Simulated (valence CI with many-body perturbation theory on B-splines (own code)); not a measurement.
# Energy levels of Re68+

Level of theory: valence CI with perturbative core correlation (CI+MBPT): five valence electrons over a frozen Dirac-Fock core [He], radial functions for each j: 9 s, 9 p, 8 d, 6 f, 3 g, 1 h, with the one-electron correlation potential Σ1, the two-electron term Σ2, the three-electron term Σ3, Breit, model QED; selected CI, second order for the rest (own B-spline code, finite nucleus).

No measured spectrum was set against this ion. As an estimate, large intervals hold to a few tenths of a per cent, small ones and those within an open d or f shell to about a per cent. Among the levels kept, up to 1200 cm⁻¹ of a level comes from second order outside the variational space, and about a tenth of that is noise between levels of different J, which matters for small intervals.

Levels 1 to 45 of 75, with energies above the lowest level, (2s^2 2p1/2^2 2p3/2) J=3/2. "Leading %" is the weight of the configuration and term that name the level; weights of strongly mixed levels are sums over their largest components and can fall short. In the jj column 3d3/2^4 stands for four electrons in 3d with j = 3/2. Lifetimes count E1, E2, E3, M1 and M2 decay at the calculated energies, and are blank where another channel may lead or the interval is too uncertain; long ones can be off by a factor of two.

| No. | Configuration | Term | J | E (eV) | Leading % | Lifetime | g | Second component | Leading jj |
| --- | --- | --- | --- | --- | --- | --- | --- | --- | --- |
| 1 | 2s2.2p3 | 2P° | 3/2 | 0 | 49 |  | 1.310 | 27 % 2s2.2p3 2D° | 2s^2 2p1/2^2 2p3/2 (100 %) |
| 2 | 2s2.2p3 | 4S° | 3/2 | 1478 | 55 | 33.3 ps | 1.432 | 44 % 2s2.2p3 2D° | 2s^2 2p1/2 2p3/2^2 (100 %) |
| 3 | 2s2.2p3 | 2D° | 5/2 | 1501 | 100 | 194 ps | 1.160 |  | 2s^2 2p1/2 2p3/2^2 (100 %) |
| 4 | 2s2.2p3 | 2P° | 1/2 | 1555 | 100 | 60.1 ps | 0.614 |  | 2s^2 2p1/2 2p3/2^2 (100 %) |
| 5 | 2s.2p4 | 4P | 5/2 | 1832 | 70 | 297 fs | 1.440 | 30 % 2s.2p4 2D | 2s 2p1/2^2 2p3/2^2 (100 %) |
| 6 | 2s.2p4 | 2S | 1/2 | 1940 | 65 | 81.7 fs | 1.991 | 25 % 2s.2p4 4P | 2s 2p1/2^2 2p3/2^2 (100 %) |
| 7 | 2s.2p4 | 2P | 3/2 | 1941 | 52 | 43.8 fs | 1.168 | 35 % 2s.2p4 2D | 2s 2p1/2^2 2p3/2^2 (100 %) |
| 8 | 2s2.2p3 | 2P° | 3/2 | 3036 | 51 | 9.58 ps | 1.285 | 28 % 2s2.2p3 2D° | 2s^2 2p3/2^3 (99 %) |
| 9 | 2s.2p4 | 4P | 3/2 | 3338 | 85 | 90.4 fs | 1.585 | 10 % 2s.2p4 2D | 2s 2p1/2 2p3/2^3 (100 %) |
| 10 | 2s.2p4 | 2D | 5/2 | 3379 | 70 | 90.3 fs | 1.280 | 30 % 2s.2p4 4P | 2s 2p1/2 2p3/2^3 (100 %) |
| 11 | 2s.2p4 | 2P | 1/2 | 3446 | 65 | 36.0 fs | 1.342 | 35 % 2s.2p4 4P | 2s 2p1/2 2p3/2^3 (100 %) |
| 12 | 2s.2p4 | 2D | 3/2 | 3454 | 55 | 36.4 fs | 1.004 | 44 % 2s.2p4 2P | 2s 2p1/2 2p3/2^3 (100 %) |
| 13 | 2p5 | 2P° | 3/2 | 3845 | 99 | 30.1 fs | 1.297 |  | 2p1/2^2 2p3/2^3 (99 %) |
| 14 | 2s.2p4 | 4P | 1/2 | 4943 | 40 | 42.6 fs | 1.880 | 35 % 2s.2p4 2S | 2s 2p3/2^4 (100 %) |
| 15 | 2p5 | 2P° | 1/2 | 5353 | 100 | 22.4 fs | 0.614 |  | 2p1/2 2p3/2^4 (100 %) |
| 16 | 2s2.2p2.3s | 4P | 1/2 | 9050 | 46 | 4.17 fs | 1.989 | 32 % 2s2.2p2.3s 2S | 2s^2 2p1/2^2 3s (100 %) |
| 17 | 2s2.2p2.3p | 2P° | 1/2 | 9157 | 47 | 314 fs | 0.644 | 38 % 2s2.2p2.3p 4D° | 2s^2 2p1/2^2 3p1/2 (100 %) |
| 18 | 2s2.2p2.3p | 2P° | 3/2 | 9609 | 35 | 285 fs | 1.320 | 20 % 2s2.2p2.3p 4D° | 2s^2 2p1/2^2 3p3/2 (100 %) |
| 19 | 2s2.2p2.3d | 2D | 3/2 | 9701 | 43 | 3.65 fs | 0.782 | 32 % 2s2.2p2.3d 4F | 2s^2 2p1/2^2 3d3/2 (100 %) |
| 20 | 2s2.2p2.3d | 2D | 5/2 | 9826 | 36 | 652 as | 1.187 | 18 % 2s2.2p2.3d 4D | 2s^2 2p1/2^2 3d5/2 (100 %) |
| 21 | 2s2.2p2.3s | 4P | 3/2 | 10544 | 88 | 6.44 fs | 1.651 | 10 % 2s2.2p2.3s 2P | 2s^2 2p1/2 2p3/2 3s (100 %) |
| 22 | 2s2.2p2.3s | 2P | 1/2 | 10555 | 67 | 2.96 fs | 1.292 | 33 % 2s2.2p2.3s 4P | 2s^2 2p1/2 2p3/2 3s (100 %) |
| 23 | 2s2.2p2.3s | 2D | 5/2 | 10564 | 65 | 5.80 fs | 1.303 | 35 % 2s2.2p2.3s 4P | 2s^2 2p1/2 2p3/2 3s (100 %) |
| 24 | 2s2.2p2.3s | 2D | 3/2 | 10571 | 64 | 3.14 fs | 0.949 | 35 % 2s2.2p2.3s 2P | 2s^2 2p1/2 2p3/2 3s (100 %) |
| 25 | 2s2.2p2.3p | 4P° | 1/2 | 10650 | 49 | 493 fs | 1.728 | 28 % 2s2.2p2.3p 4D° | 2s^2 2p1/2 2p3/2 3p1/2 (100 %) |
| 26 | 2s2.2p2.3p | 4D° | 3/2 | 10656 | 55 | 422 fs | 1.123 | 22 % 2s2.2p2.3p 2D° | 2s^2 2p1/2 2p3/2 3p1/2 (100 %) |
| 27 | 2s2.2p2.3p | 2F° | 5/2 | 10670 | 50 | 326 fs | 1.039 | 30 % 2s2.2p2.3p 2D° | 2s^2 2p1/2 2p3/2 3p1/2 (100 %) |
| 28 | 2s2.2p2.3p | 2P° | 3/2 | 10713 | 43 | 201 fs | 1.301 | 25 % 2s2.2p2.3p 2D° | 2s^2 2p1/2 2p3/2 3p1/2 (99 %) |
| 29 | 2s.2p3.3s | 4P° | 5/2 | 10855 | 48 | 8.26 fs | 1.586 | 26 % 2s.2p3.3s 6S° | 2s 2p1/2^2 2p3/2 3s (99 %) |
| 30 | 2s.2p3.3s | 2P° | 3/2 | 10885 | 35 | 3.52 fs | 1.421 | 24 % 2s.2p3.3s 4S° | 2s 2p1/2^2 2p3/2 3s (99 %) |
| 31 | 2s.2p3.3s | 2P° | 1/2 | 10953 | 42 | 3.35 fs | 0.828 | 30 % 2s.2p3.3s 4D° | 2s 2p1/2^2 2p3/2 3s (98 %) |
| 32 | 2s.2p3.3s | 2P° | 3/2 | 10963 | 38 | 7.23 fs | 1.368 | 20 % 2s.2p3.3s 4S° | 2s 2p1/2^2 2p3/2 3s (99 %) |
| 33 | 2s.2p3.3p | 4P | 3/2 | 10973 | 30 | 4.57 fs | 1.656 | 21 % 2s.2p3.3p 6P | 2s 2p1/2^2 2p3/2 3p1/2 (99 %) |
| 34 | 2s.2p3.3p | 2D | 5/2 | 10974 | 26 | 1.80 fs | 1.325 | 19 % 2s.2p3.3p 4D | 2s 2p1/2^2 2p3/2 3p1/2 (99 %) |
| 35 | 2s.2p3.3p | 2P | 1/2 | 11062 | 36 | 1.67 fs | 1.254 | 18 % 2s.2p3.3p 4P | 2s 2p1/2^2 2p3/2 3p1/2 (99 %) |
| 36 | 2s.2p3.3p | 2D | 3/2 | 11063 | 35 | 2.47 fs | 0.958 | 21 % 2s.2p3.3p 4F | 2s 2p1/2^2 2p3/2 3p1/2 (99 %) |
| 37 | 2s2.2p2.3p | 4D° | 5/2 | 11093 | 52 | 218 fs | 1.404 | 34 % 2s2.2p2.3p 4P° | 2s^2 2p1/2 2p3/2 3p3/2 (99 %) |
| 38 | 2s2.2p2.3p | 2P° | 1/2 | 11098 | 36 | 123 fs | 1.546 | 30 % 2s2.2p2.3p 4P° | 2s^2 2p1/2 2p3/2 3p3/2 (99 %) |
| 39 | 2s2.2p2.3p | 2D° | 3/2 | 11103 | 53 | 205 fs | 1.125 | 20 % 2s2.2p2.3p 4P° | 2s^2 2p1/2 2p3/2 3p3/2 (100 %) |
| 40 | 2s2.2p2.3p | 2F° | 7/2 | 11109 | 65 | 228 fs | 1.213 | 35 % 2s2.2p2.3p 4D° | 2s^2 2p1/2 2p3/2 3p3/2 (100 %) |
| 41 | 2s2.2p2.3p | 4S° | 3/2 | 11131 | 32 | 229 fs | 1.405 | 31 % 2s2.2p2.3p 2P° | 2s^2 2p1/2 2p3/2 3p3/2 (99 %) |
| 42 | 2s2.2p2.3p | 2D° | 5/2 | 11139 | 66 | 222 fs | 1.172 | 16 % 2s2.2p2.3p 2F° | 2s^2 2p1/2 2p3/2 3p3/2 (100 %) |
| 43 | 2s2.2p2.3p | 2P° | 1/2 | 11163 | 87 | 130 fs | 0.629 | 7 % 2s2.2p2.3p 4D° | 2s^2 2p1/2 2p3/2 3p3/2 (99 %) |
| 44 | 2s2.2p2.3d | 4F | 3/2 | 11198 | 43 | 1.94 fs | 0.918 | 26 % 2s2.2p2.3d 2P | 2s^2 2p1/2 2p3/2 3d3/2 (100 %) |
| 45 | 2s2.2p2.3d | 4F | 5/2 | 11200 | 53 | 5.14 fs | 0.953 | 38 % 2s2.2p2.3d 2F | 2s^2 2p1/2 2p3/2 3d3/2 (99 %) |

The ionisation energy to 2s2.2p2 3P_0 of the next ion comes out as 17124 eV (NIST: 17120 ± 50 eV (theoretical)). All 75 levels together are meant to be complete up to 11653 eV.
